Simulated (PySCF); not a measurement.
# Electronic structure of Al²⁺ (aluminium, charge +2) at the UHF level

Configuration: [Ne] 3p1, 2P determinant (an excited configuration). All numbers are calculated (PySCF 2.14, no relativity, point nucleus, in aug-cc-pV(T+d)Z with one added diffuse shell each of s, p, d, f type (7s6p5d3f, 71 functions)).

| Property | Result |
| --- | --- |
| Total energy | -240.788683 hartree |
| One-electron energy | -326.5682 hartree |
| Hartree (Coulomb) energy | 103.4442 hartree |
| Exchange energy | -17.6647 hartree |
| Kinetic energy | 240.80096 hartree |
| ⟨S²⟩ | 0.7500 |
| ⟨L²⟩ | 2.000 |
| Sum of ⟨r⟩ | 7.670 bohr |
| Sum of ⟨r²⟩ | 11.42 bohr² |
| Traceless quadrupole moment −½Σ⟨3z² − r²⟩ along its main axis | -3.10 e·bohr² |
| Density at the nucleus (Gaussians lack the cusp) | 1380 bohr⁻³ |
| Spin density at the nucleus | -0.0180 bohr⁻³ |
| Langevin diamagnetic susceptibility | -9.05 ×10⁻⁶ cm³/mol |

```tsv
shell	electrons	mean orbital energy (eV)	spread (eV)	rms radius, mean of both spins (bohr)
1s α	1	-1614.4	0	0.140
1s β	1	-1614.2	0	0.140
2s α	1	-155.34	0	0.678
2s β	1	-155.15	0	0.678
2p α	3	-109.76	0.401	0.670
2p β	3	-109.40	0.435	0.670
3p α	1	-21.496	0	2.79
```

Spin-orbit constants ζ (cm⁻¹) from the X2C one-electron operator on these orbitals (non-relativistic here): bare nucleus, nucleus screened by l(l+1)(2l+1)/3 electrons, and screened by the Breit-Pauli mean field of the electrons.

```
shell   bare  screened nucleus  mean field
   2p   2669              2258        2073
   3p  159.2             134.7       122.0
```

To first order the Landé constant is A = 122.0 cm⁻¹, so the lowest level has J = 1/2 and lies 0.0151 eV below the centre of the term.
